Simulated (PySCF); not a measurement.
CH₇ClN₂Si₂, SMILES N[Si@]1(Cl)NC[SiH2]1.

Coordinates come from a B3LYP-D3(BJ)/def2-SVP optimisation. The structure was generated by enumeration; whether it is a known compound was not checked. One conformer was computed; it need not be the lowest.

These are PBE/def2-TZVP run with PySCF values and carry that method's errors.

```yaml
total_energy: -1190.52388 hartree
highest_occupied_level: -5.79 eV
lowest_empty_level: -0.71 eV
orbital_gap: 5.08 eV
dipole_moment: 2.31 D
quadrupole, principal values (traceless, Buckingham form, about the centre of nuclear charge): -7.41, -0.47, 7.88 D·Å
mean_static_polarisability: 94.8 bohr³ (14.04 Å³)
polarisability_principal_values: 84.2, 89.1, 110.9 bohr³
```
